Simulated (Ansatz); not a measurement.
Relaxation of a periodic cell of 17 atoms, GaSi₁₆ (host Si, host structure diamond, interstitial Ga), to a largest force component of 0.03 eV/Å in at most 60 steps.

Method: Ansatz, DFT PBE-D3(BJ), scalar-relativistic, plane waves, PAW. Settings: PAW set soft_1, cutoff 420 eV, k mesh 2x2x2, gaussian smearing 0.02 eV, spin collinear.

```xyz
17
Lattice="0.0000 5.4300 5.4300 5.4300 0.0000 5.4300 5.4300 5.4300 0.0000" Properties=species:S:1:pos:R:3:forces:R:3
Si 0.000 0.000 0.000 0.01 0.02 -0.02
Si 1.357 1.357 1.357 -0.95 -0.98 -0.87
Si 2.715 2.715 0.000 -0.02 -0.02 -0.71
Si 4.072 4.072 1.357 1.23 1.19 -1.20
Si 2.715 0.000 2.715 0.00 -0.48 0.01
Si 4.072 1.357 4.072 0.82 -0.90 0.89
Si 5.430 2.715 2.715 0.65 -0.02 0.02
Si 6.787 4.072 4.072 -0.15 0.14 0.16
Si 0.000 2.715 2.715 -0.55 -0.01 0.01
Si 1.357 4.072 4.072 -0.96 0.88 0.99
Si 2.715 5.430 2.715 -0.02 0.73 0.02
Si 4.072 6.787 4.072 0.14 -0.15 0.14
Si 2.715 2.715 5.430 0.00 -0.01 0.50
Si 4.072 4.072 6.787 0.15 0.14 -0.14
Si 5.430 5.430 5.430 0.00 0.01 -0.01
Si 6.787 6.787 6.787 -0.14 -0.16 -0.14
Ga 8.163 8.184 2.680 -0.21 -0.37 0.34
```

**Question.** Where does it end, and by what steps?

**Answer.** The run converged. Limits of this set-up: coarse k mesh, a small cell, in which the defect meets its images. After 3 steps the energy has fallen by 0.373 eV; Si4 moved furthest, 0.09 Å.

```csv
step,energy less start (eV),largest force component (eV/Å),accepted
0,0.0000,1.230,yes
1,-0.3254,0.493,yes
2,-0.3702,0.086,yes
3,-0.3729,0.008,yes
```

```xyz
17
Lattice="0.0000 5.4300 5.4300 5.4300 0.0000 5.4300 5.4300 5.4300 0.0000" Properties=species:S:1:pos:R:3
Si 0.001 0.004 -0.003
Si 1.309 1.310 1.306
Si 2.717 2.717 -0.032
Si 4.124 4.126 1.305
Si 2.716 -0.028 2.713
Si 4.122 1.311 4.119
Si 5.461 2.718 2.712
Si 6.775 4.088 4.085
Si -0.029 2.717 2.714
Si 1.309 4.125 4.121
Si 2.716 5.462 2.713
Si 4.087 6.775 4.085
Si 2.715 2.717 5.458
Si 4.087 4.088 6.772
Si 5.431 5.432 5.428
Si 6.775 6.775 6.772
Ga 8.146 8.149 2.711
```

Time of the run: 34 s on 2 threads of Arm Neoverse V2, with other jobs on the host, peak memory 0.73 GiB.
